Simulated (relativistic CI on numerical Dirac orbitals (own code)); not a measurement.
**What each ingredient does to the levels of Rb¹⁷⁺**

Base calculation: Dirac-Coulomb-Breit CI, separate exchange-only KLI orbitals for each configuration, QED by a radiative potential, unscaled Slater integrals.

CI space (outside the closed core [Ne]): 3s2.3p6.3d2, 3s2.3p5.3d3, 3s.3p6.3d3, 3s2.3p6.3d.4s, 3s2.3p6.3d.4p, 3s2.3p6.3d.4d, 3s2.3p6.3d.4f, 3s2.3p5.3d2.4s, 3s2.3p6.4s2, 3s2.3p5.3d2.4p, 3s2.3p6.4s.4p, 3p6.3d4, 3p5.3d5. Double excitations out of closed p, d and f shells are left out; levels of such configurations are missing from the list, as are those of other unlisted configurations, and high levels can miss mixing partners. These lack a partner that the ground configuration has and come out too high: 3s2.3p5.3d2.4s, 3s2.3p5.3d2.4p.

The lowest level and the first level of each name with at least 55 % of one term (blank where a level has no safe partner in the second run):

```csv
Level,Base (cm⁻¹),Shift (cm⁻¹)
3s2.3p6.3d2 3F_2,0,0
3s2.3p6.3d2 3F_3,12589,-47
3s2.3p6.3d2 3F_4,25303,-86
3s2.3p6.3d2 1D_2,49390,-37
3s2.3p6.3d2 3P_0,51105,-16
3s2.3p6.3d2 3P_1,57025,-42
3s2.3p6.3d2 3P_2,70498,-96
3s2.3p6.3d2 1G_4,78001,-64
3s2.3p6.3d2 1S_0,171988,-72
3s2.3p5.3d3 5D°_2,778713,+130
3s2.3p5.3d3 5D°_1,780244,+129
3s2.3p5.3d3 5D°_0,783135,+120
3s2.3p5.3d3 5S°_2,786220,+80
3s2.3p5.3d3 5F°_5,801336,+80
```

At this charge energies of transitions that change n are usually good to better than 1 %, and those within a shell (Δn = 0) to a few per cent. Terms inside the open d or f shell come out 10 to 20 % too wide with unscaled integrals.

One thing was changed in a second run, which moved the levels as shown. Which?
A. QED terms removed
B. configuration mixing switched off
C. Breit term removed

A. QED terms removed. QED shifts follow the density of s (and p1/2) electrons at the nucleus, so configurations move by their count of such electrons; where none moves, the smaller shifts of p3/2 electrons and of j = l + 1/2 against j = l − 1/2 set the pattern.

LS names give the leading component of a level, which can be under half, so a name can repeat, a term be missing and a line seem to break the LS rules.
